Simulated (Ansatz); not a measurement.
WN(OH)3 (WNO₃H₃), relaxed as a singlet with RKS r2SCAN-D4/def2-SVP in Ansatz, starting from the GFN2-xTB geometry. Force threshold 0.02 eV/Å.

In the def2 sets W takes a core potential; there is no spin–orbit coupling. The restricted singlet is unstable towards broken spin symmetry in Hartree–Fock (as tested in another run); at r2SCAN-D4/def2-SVP this wasn't settled.

Start:

```xyz
8

W     0.004   -0.014   -0.068
N    -0.286    0.066    1.643
O    -0.857   -1.637   -0.611
H    -1.357   -2.328   -0.146
O     1.918   -0.033   -0.204
H     2.636    0.017    0.448
O    -0.801    1.592   -0.743
H    -1.257    2.337   -0.320
```

| step | energy (eV) | largest force component (eV/Å) | SCF passes |
| --- | --- | --- | --- |
| 1 | -9500.6440 | 3.774 | 31 |
| 2 | -9500.8616 | 0.363 | 37 |
| 3 | -9500.8801 | 0.202 | 32 |
| 4 | -9500.8948 | 0.206 | 32 |
| 5 | -9500.8971 | 0.020 | 33 |
| 6 | -9500.8971 | 0.004 | 34 |

Force components are those of the run's own axes.

End:

```xyz
8

W     0.013   -0.003   -0.075
N    -0.272    0.066    1.575
O    -0.825   -1.604   -0.663
H    -1.296   -2.193   -0.059
O     1.904   -0.035   -0.259
H     2.497   -0.013    0.504
O    -0.783    1.567   -0.790
H    -1.237    2.215   -0.234
```

By distances, no bond broke or formed. The bond that changes most is W1–N2, from 1.74 to 1.68 Å (atoms count from 1).

No frequencies were taken in this run, so the end may be a saddle point.

Run time 14 s (4 threads of Arm Neoverse V2 on a shared host).
